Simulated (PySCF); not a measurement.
FGeH6NSi.
SMILES: `[F][GeH2][NH][SiH3]`

Computed, not measured: MP2 and CCSD/aug-cc-pVDZ in PySCF, restricted Hartree–Fock reference, 16 core orbitals frozen, non-relativistic, gas phase, PBE0-D3(BJ)/def2-SVP geometry.

E(HF) = -2521.73674 Eh.

(1) How large is the problem?

(2) What are the MP2 and CCSD correlation energies?

(3) What is the T1 diagnostic?

(4) How does correlation change the dipole moment?

Answers

(1) 163 basis functions and 68 electrons; 16 orbitals frozen, which leaves o = 18 correlated occupied and v = 129 virtual orbitals. That is o·v = 2322 singles and o·v(o·v + 1)/2 = 2697003 distinct closed-shell doubles amplitudes before symmetry; the costliest CCSD step grows as o²v⁴ = 9.0 × 10^10.

(2) MP2 -0.6260 Eh and CCSD -0.6709 Eh, which gives totals of -2522.36279 and -2522.40762 Eh. That is 0.507 eV for each correlated electron at CCSD (1761 kJ/mol in all, 0.027 % of the total energy); MP2 gives 93.3 % of the CCSD value.

(3) 0.0119, below the customary warning level of 0.02. It is the norm of the spatial-orbital singles amplitudes over the root of the number of correlated electrons, so the norm is 0.071.

(4) HF gives 2.34 D and CCSD (unrelaxed density) 2.17 D, a change of -0.17 D.

Connected triples and the basis-set limit are missing.

Conformer computed: `[F:1][GeH2:2][NH:3][SiH3:4]`: F1–Ge2–N3–Si4 -85°.

One conformer stands for the species.
